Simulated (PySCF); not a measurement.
GeH2(NHiPr)2, C6H18GeN2.
Bonds: Ge1–N4, Ge1–N16, N4–C5, C5–C6, C5–C7, N16–C17, C17–C18, C17–C19. Hydrogens: H2, H3 on Ge1; H8 on N4; H9 on C5; H10, H11, H12 on C6; H13, H14, H15 on C7; H20 on N16; H21 on C17; H22, H23, H24 on C18; H25, H26, H27 on C19.

Computed by this run: PBE0-D3(BJ)/def2-SVP geometry optimisation, gas phase (PySCF); density fitting, grid level 1; the optimiser is geomeTRIC in internal coordinates, started from a GFN2-xTB structure with every atom displaced at random (about 0.03 Å).

Geometry at step 2:
```
atom  x, y, z in Å
Ge1     0.2177   -0.0195    0.2369
H2     -0.1070    0.3456    1.7048
H3      1.7124   -0.4273    0.1229
N4     -0.1207    1.2965   -1.0025
C5      0.4496    2.6250   -1.0011
C6      1.9709    2.5508   -0.9542
C7     -0.0875    3.5256    0.1159
H8     -1.1210    1.3222   -1.1811
H9      0.1756    3.1034   -1.9626
H10     2.3158    2.1793    0.0257
H11     2.4175    3.5446   -1.1081
H12     2.3514    1.8624   -1.7242
H13     0.1581    3.1027    1.1060
H14     0.3301    4.5433    0.0522
H15    -1.1846    3.6095    0.0575
N16    -1.0141   -1.2643   -0.3205
C17    -1.1274   -2.6092    0.2205
C18    -1.3330   -2.5651    1.7295
C19     0.0442   -3.5202   -0.1505
H20    -1.0778   -1.2695   -1.3355
H21    -2.0405   -3.0508   -0.2178
H22    -0.4162   -2.2294    2.2439
H23    -1.5662   -3.5702    2.1155
H24    -2.1491   -1.8760    1.9893
H25     0.9868   -3.1341    0.2701
H26    -0.1047   -4.5440    0.2325
H27     0.1671   -3.5770   -1.2449
```

**Question.** Give the atomic forces at this geometry.

**Answer.** 
```tsv
atom	Fx (eV/Å)	Fy (eV/Å)	Fz (eV/Å)
Ge1	0.063	0.048	-0.053
H2	0.055	-0.015	0.023
H3	-0.098	0.018	0.042
N4	-0.164	-0.218	-0.027
C5	0.191	0.270	0.063
C6	-0.037	-0.028	0.003
C7	-0.049	-0.098	-0.035
H8	-0.075	0.041	-0.004
H9	0.020	-0.072	0.004
H10	0.019	0.012	0.003
H11	0.012	-0.025	0.009
H12	-0.015	0.054	-0.008
H13	0.024	0.068	-0.044
H14	0.014	-0.018	0.035
H15	0.002	-0.005	-0.005
N16	0.005	-0.011	-0.031
C17	0.026	-0.001	0.080
C18	0.096	-0.112	-0.050
C19	-0.051	-0.018	-0.031
H20	0.074	0.004	-0.026
H21	-0.055	-0.009	-0.010
H22	-0.037	0.044	0.008
H23	-0.032	0.065	0.008
H24	-0.006	-0.021	0.025
H25	0.012	0.001	0.015
H26	0.015	0.037	-0.042
H27	-0.008	-0.012	0.047
```

The largest, 0.34 eV/Å, acts on C5; the rms over all components is 0.063 eV/Å. The forces sum to zero within rounding, as they must for an isolated molecule in no field.

**Question.** Give the force on C5 in Eh/bohr and in nN.

**Answer.** 0.337 eV/Å ÷ 51.422 = 0.00655 Eh/bohr, and 0.337 eV/Å × 1.602 = 0.54 nN.

**Question.** How far is this geometry from the end of the optimisation?

**Answer.** 0.015 eV above it, and 0.059 Å rms away after alignment. The bonds farthest from their final lengths, with half the difference of the two atoms' forces along the bond (positive lengthens):

```json
{"bond": "N4–C5", "now (Å)": "1.446", "final (Å)": "1.454", "force along bond (eV/Å)": "+0.29"}
{"bond": "Ge1–H3", "now (Å)": "1.554", "final (Å)": "1.548", "force along bond (eV/Å)": "-0.08"}
{"bond": "C5–C7", "now (Å)": "1.532", "final (Å)": "1.528", "force along bond (eV/Å)": "-0.10"}
{"bond": "C5–C6", "now (Å)": "1.524", "final (Å)": "1.521", "force along bond (eV/Å)": "-0.11"}
{"bond": "C17–H21", "now (Å)": "1.105", "final (Å)": "1.107", "force along bond (eV/Å)": "+0.05"}
{"bond": "C17–C18", "now (Å)": "1.524", "final (Å)": "1.521", "force along bond (eV/Å)": "-0.07"}
```

The angle farthest from its final value is Ge1–N16–H20, 110.4° against 109.3°.

The cost below is that of the whole optimisation. On 2 threads, Intel Xeon Platinum 8375C at 2.90 GHz (x86_64), shared host with 96 logical CPUs at a one-minute load of 41, this took 3.0 min wall, 7.0 min CPU and 1.4 GiB of memory at its peak.
